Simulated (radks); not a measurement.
The rhodium ion Rh5+, configuration [Kr] 4d4 (the NIST ground configuration).

Method: scalar-relativistic Kohn-Sham, BLYP, spin-polarised, spherical densities, finite nucleus; open shells are filled with parallel spins first (spin-orbit coupling, left out, can overturn this in heavy ions); Fermi nuclear charge, rms radius 4.4945 fm; computed with a radial shooting solver on a logarithmic mesh with Libxc functionals.

Energy parts (hartree):
| part | energy |
|---|---|
| total | -4778.53320 |
| kinetic | 4949.34505 |
| electron-nucleus | -11426.94322 |
| Hartree | 1835.89059 |
| exchange-correlation | -136.82562 |

Orbitals (lengths in bohr, moments of r in powers of bohr; <r^-3> diverges for s and p1/2; r(90%) holds 90 % of the orbital's charge):
1s up: occ. 1; eigenvalue (hartree) -849.4774; r(90%) 0.0585; <1/r> 47.05; <r^4> 5.366e-06
1s down: occ. 1; eigenvalue (hartree) -849.4776; r(90%) 0.0585; <1/r> 47.05; <r^4> 5.366e-06
2s up: occ. 1; eigenvalue (hartree) -125.5005; r(90%) 0.219; <1/r> 10.65; <r^4> 0.0009691
2s down: occ. 1; eigenvalue (hartree) -125.4697; r(90%) 0.219; <1/r> 10.65; <r^4> 0.0009688
2p up: occ. 3; eigenvalue (hartree) -112.7681; r(90%) 0.201; <1/r> 10.32; <r^-3> 3246; <r^4> 0.0006941
2p down: occ. 3; eigenvalue (hartree) -112.7447; r(90%) 0.201; <1/r> 10.32; <r^-3> 3246; <r^4> 0.0006938
3s up: occ. 1; eigenvalue (hartree) -24.62296; r(90%) 0.576; <1/r> 3.712; <r^4> 0.04693
3s down: occ. 1; eigenvalue (hartree) -24.60693; r(90%) 0.576; <1/r> 3.711; <r^4> 0.04683
3p up: occ. 3; eigenvalue (hartree) -20.44032; r(90%) 0.588; <1/r> 3.536; <r^-3> 565.8; <r^4> 0.05073
3p down: occ. 3; eigenvalue (hartree) -20.42210; r(90%) 0.588; <1/r> 3.535; <r^-3> 565.5; <r^4> 0.05056
3d up: occ. 5; eigenvalue (hartree) -13.75565; r(90%) 0.588; <1/r> 3.310; <r^-3> 76.73; <r^4> 0.05074
3d down: occ. 5; eigenvalue (hartree) -13.72753; r(90%) 0.587; <1/r> 3.310; <r^-3> 76.70; <r^4> 0.05044
4s up: occ. 1; eigenvalue (hartree) -5.66012; r(90%) 1.39; <1/r> 1.431; <r^4> 1.590
4s down: occ. 1; eigenvalue (hartree) -5.52693; r(90%) 1.38; <1/r> 1.438; <r^4> 1.584
4p up: occ. 3; eigenvalue (hartree) -4.44318; r(90%) 1.52; <1/r> 1.300; <r^-3> 96.39; <r^4> 2.279
4p down: occ. 3; eigenvalue (hartree) -4.30572; r(90%) 1.52; <1/r> 1.304; <r^-3> 97.38; <r^4> 2.300
4d up: occ. 4; eigenvalue (hartree) -2.64976; r(90%) 1.89; <1/r> 1.047; <r^-3> 9.312; <r^4> 5.406
4d down: occ. 0; eigenvalue (hartree) -2.51717; r(90%) 1.93; <1/r> 1.039; <r^-3> 9.207; <r^4> 5.843

The highest occupied level is 4d up at -72.104 eV. For comparison, the ionisation energy in NIST's Atomic Spectra Database is 80 eV (theoretical). In exact Kohn-Sham theory the highest level is minus the ionisation energy, but local and semilocal functionals leave it too shallow, through self-interaction and a potential that decays too fast; potentials with the right tail come closer. The electron density at the nucleus is 1.238e+05 e/bohr^3 (large components only). Spin moment in Bohr magnetons: 4. The density falls to 0.001 e/bohr^3 at r = 2.80 bohr. The spin density at the nucleus is -3.774 e/bohr^3 (1s -0.081, 2s -1.579, 3s 0.651, 4s -2.765). Summed over all electrons, <r^2> = 19.92 bohr^2, which gives a Langevin (diamagnetic) susceptibility term of -15.8 x 10^-6 cm^3/mol.
